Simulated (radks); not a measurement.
Problem. The titanium ion Ti5+, configuration [Ne] 3s2 3p5 (the NIST ground configuration). All-electron calculation, scalar-relativistic Kohn-Sham, BLYP, spin-unpolarised, spherical densities, point nucleus. Program: a radial shooting solver on a logarithmic mesh with Libxc functionals. Some entries of the table are withheld. Estimate them.

orbital  occ.  eigenvalue (hartree)  <r> (bohr)  <1/r> (bohr^-1)
1s          2             -182.0032         (1)            21.80
2s          2                   (2)      0.3247              (3)
2p          6             -19.33428      0.2895              (4)
3s          2                   (5)      0.9546            1.478
3p          5              -4.04800      0.9954            1.375

Solution. 
(1) 1s <r> (bohr): 0.06959
(2) 2s eigenvalue (hartree): -22.72877
(3) 2s <1/r> (bohr^-1): 4.550
(4) 2p <1/r> (bohr^-1): 4.455
(5) 3s eigenvalue (hartree): -4.96032
